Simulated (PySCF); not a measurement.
FH₆NSi₂, SMILES [SiH2]([SiH2]N)F. The structure is a stationary point at PBE-D3(BJ)/def2-SVP. This is a generated structure with no PubChem entry under its InChIKey; it may be hypothetical. The values are those of a single conformer.

Computed equilibrium geometry at PBE-D3(BJ)/def2-SVP (PySCF confirms it by a frequency run) as Cartesian coordinates in Å (one conformer of several):
```xyz
10

Si     1.0613    -0.4038    -0.6400
F      1.9270    -0.2352     0.7581
Si    -1.0526     0.5952    -0.2888
N     -1.9612    -0.0614     1.0619
H      0.9302    -1.8829    -0.9106
H      1.8648     0.2082    -1.7604
H     -1.8687     0.4119    -1.5433
H     -0.8513     2.0644    -0.0283
H     -2.2424    -1.0447     0.9962
H     -1.5692     0.1091     1.9936
```
Charge 0, spin multiplicity 1.
